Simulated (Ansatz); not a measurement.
Gas-phase electronic energies from Ansatz, PBE0-D4/def2-TZVP geometries. CCSD(T)/CBS adds triple-zeta CCSD(T) − MP2 to the extrapolated MP2 energy (def2 sets, frozen cores). Elements past krypton have def2 core potentials. For Br, Zr outer-core shells are correlated without core-valence functions, which leaves a few kJ/mol of doubt a bond. Scalar relativity is left out up to krypton. Each species was taken in one conformer, which may not be the lowest.

Reaction (ligand exchange at a Zr–Br bond): `C[N](C)[Zr]([Cl])([Br])[N](C)C` + `CNC` → `C[N](C)[Zr]([Cl])([N](C)C)[N](C)C` + HBr

| species | HF/CBS(def2) energy (Eh) |
| --- | --- |
| `C[N](C)[Zr]([Cl])([Br])[N](C)C` | -3346.23621 |
| `CNC` | -134.30496 |
| `C[N](C)[Zr]([Cl])([N](C)C)[N](C)C` | -907.43109 |
| HBr | -2573.05821 |

Work out ΔE.

ΔE = (-907.43109) + (-2573.05821) − (-3346.23621) − (-134.30496) = 0.05187 Eh = +136.2 kJ/mol. CCSD(T)/CBS gives +104.2 kJ/mol.

Largest T1 diagnostic among the species: 0.015.

From r2SCAN to r2SCAN0 (25 % exact exchange), in def2-TZVPP and without D4, ΔE moves by +6.2 kJ/mol. In def2-TZVPP, CCSD(T) changes the Hartree–Fock value by −38.0 kJ/mol (the triples alone add −4.6 kJ/mol) and MP2 by −34.0 kJ/mol.
